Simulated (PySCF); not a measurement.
Si(OSiH3)3(Cl) (ClH9O3Si4), SMILES [SiH3]O[Si](Cl)(O[SiH3])O[SiH3]. Atoms are numbered in the order given.

```xyz
17

Si     0.3411     3.1112    -0.5018
O     -0.4939     1.6440    -0.5128
Si    -0.1468     0.1016    -0.0627
Cl     0.3137    -1.0335    -1.7410
O     -1.4484    -0.5774     0.6773
Si    -2.6053    -1.7614     0.3522
O      1.1620     0.1271     0.9419
Si     2.3945    -0.9254     1.4105
H      0.4465     3.6360     0.9013
H     -0.4459     4.0666    -1.3467
H      1.7181     2.9321    -1.0779
H     -3.2811    -1.4893    -0.9615
H     -1.9586    -3.1170     0.3165
H     -3.6058    -1.7041     1.4664
H      2.9691    -0.3886     2.6863
H      3.4565    -0.9742     0.3502
H      1.8419    -2.3054     1.6360
```
Charge 0, spin multiplicity 1.

The structure is a stationary point at PBE-D3(BJ)/def2-SVP. Other conformers were not sampled.

Level of theory: PBE-D3(BJ)/def2-SVP (PySCF).

Frequencies are harmonic and unscaled.

Computed harmonic wavenumbers and intensities:
```csv
mode,ν (cm⁻¹),IR (km/mol),moving atoms (share of kinetic energy)
1,14,0.6,"Si 67 %, H 19 %"
2,19,0.2,"Si 37 %, O 31 %, H 24 %, Cl 8 %"
3,22,1.1,"Si 45 %, O 24 %, H 18 %, Cl 14 %"
4,45,0.6,"H 48 %, Si 41 %"
5,51,0.6,"H 73 %, Si 19 %"
6,58,0.0,H 97 %
7,64,0.1,"H 73 %, Cl 13 %, Si 8 %"
8,69,1.4,"Cl 40 %, Si 35 %, H 15 %, O 10 %"
9,88,0.9,"O 46 %, Si 34 %, H 14 %"
10,203,1.3,"O 59 %, Si 17 %, Cl 17 %"
11,218,2.3,"O 66 %, Si 19 %, Cl 8 %"
12,287,21.5,"O 49 %, Si 26 %, Cl 20 %"
13,296,26.3,"O 59 %, Si 27 %"
14,330,31.3,"O 58 %, Si 25 %, Cl 10 %"
15,452,11.7,"Cl 34 %, O 33 %, Si 28 %"
16,628,74.9,"Si 63 %, H 18 %, O 10 %, Cl 10 %"
17,673,1.5,"Si 52 %, H 40 %, O 8 %"
18,680,2.3,"Si 53 %, H 38 %, O 9 %"
19,693,10.0,"H 83 %, Si 10 %"
20,696,22.9,"H 83 %, Si 10 %"
21,700,41.7,"H 82 %, Si 11 %"
22,713,41.9,"H 61 %, Si 20 %, O 19 %"
23,718,164.7,"H 68 %, O 17 %, Si 15 %"
24,726,104.8,"H 50 %, O 26 %, Si 23 %"
25,912,18.9,H 96 %
26,913,43.9,H 96 %
27,914,42.7,H 96 %
28,915,167.3,H 95 %
29,916,16.3,H 95 %
30,918,93.3,H 96 %
31,929,593.2,"H 74 %, Si 17 %, O 9 %"
32,930,1027.0,"H 76 %, Si 16 %, O 8 %"
33,965,23.2,"H 90 %, Si 10 %"
34,1053,85.1,"O 84 %, Si 15 %"
35,1064,380.0,"O 64 %, Si 21 %, H 15 %"
36,1074,508.4,"O 64 %, Si 23 %, H 13 %"
37,2171,43.2,H 98 %
38,2171,76.7,H 98 %
39,2175,73.0,H 98 %
40,2182,90.8,H 96 %
41,2182,118.6,H 96 %
42,2184,127.4,H 96 %
43,2199,64.5,H 96 %
44,2200,150.9,H 96 %
45,2200,130.2,H 96 %
```
